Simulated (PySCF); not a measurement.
## Structure from 2D NMR

Compound of formula C10H7F. Correlations simulated from computed shifts and the bond graph:

HSQC (one-bond C–H):
| δH | δC |
| --- | --- |
| 8.28 | 131.1 |
| 7.60 | 126.1 |
| 7.60 | 162.4 |
| 7.57 | 133.5 |
| 7.50 | 130.9 |
| 6.98 | 138.7 |
| 6.52 | 131.6 |

COSY cross peaks (H two or three bonds apart, from the bond graph; peaks can be absent where the dihedral angle is near 90°):
| δH | δH |
| --- | --- |
| 8.28 | 7.50 |
| 7.60 | 7.57 |
| 7.57 | 7.50 |
| 6.98 | 6.52 |

HMBC (two and three bonds, from the bond graph):
| δH | δC |
| --- | --- |
| 8.28 | 147.6, 138.0, 133.5, 132.5, 130.9 |
| 7.60 | 147.6, 138.7, 138.0, 133.5, 130.9 |
| 7.60 | 138.0, 132.5, 131.6 |
| 7.57 | 147.6, 131.1, 130.9, 126.1 |
| 7.50 | 138.0, 133.5, 131.1, 126.1 |
| 6.98 | 147.6, 138.0, 132.5, 131.6, 126.1 |
| 6.52 | 162.4, 147.6, 138.7, 138.0, 132.5 |

Carbons without hydrogens: δ 147.6, 138.0, 132.5.

- GFN2-xTB structure
- shieldings: GIAO PBE0/pcSseg-1
- code: PySCF
- one computed conformer, relativity neglected, in vacuum

Shifts are taken against calculated references (same method and geometry level): 1H (σref 31.72), 13C (σref 186.93) against TMS.

Exchangeable hydrogens are left out of these lists.

Which molecule is this?

## Answers

`C1=C/C(=C/F)C2=CC=CC=C12`.

Structure with atom numbers: `[F:1]/[CH:2]=[C:3]1/[CH:4]=[CH:5][c:6]2[cH:7][cH:8][cH:9][cH:10][c:11]21`. Hydrogens are named by the atom that carries them.

1. δC 162.4 is C2, an alkene CH (δH 7.60).
2. δC 147.6 is C6, a substituted aromatic carbon.
3. δC 138.7 is C5, an alkene CH (δH 6.98).
4. δC 138.0 is C11, a substituted aromatic carbon.
5. δC 133.5 is C8, an aromatic CH (δH 7.57).
6. δC 132.5 is C3, a fully substituted alkene carbon.
7. δC 131.6 is C4, an alkene CH (δH 6.52).
8. δC 131.1 is C10, an aromatic CH (δH 8.28).
9. δC 130.9 is C9, an aromatic CH (δH 7.50).
10. δC 126.1 is C7, an aromatic CH (δH 7.60).
11. HMBC from δH 8.28 reaches the proton-free carbons C6, C11, C3.
12. HMBC from δH 7.60 reaches the proton-free carbons C6, C11.
13. HMBC from δH 7.60 reaches the proton-free carbons C11, C3.
14. HMBC from δH 7.57 reaches the proton-free carbon C6.
15. COSY links 8.28–7.50, 7.60–7.57, 7.57–7.50, 6.98–6.52.

The data come from this structure; uniqueness wasn't tested.

Shifts are as computed. Against solution values, carbons near 30 ppm lie about +3 ppm off and those near 130 ppm about +5 ppm. Of 1211 compounds with measured shifts, 218 miss one by over three times the rms of a fit or turn the order of signals round; such compounds aren't used in these exercises.
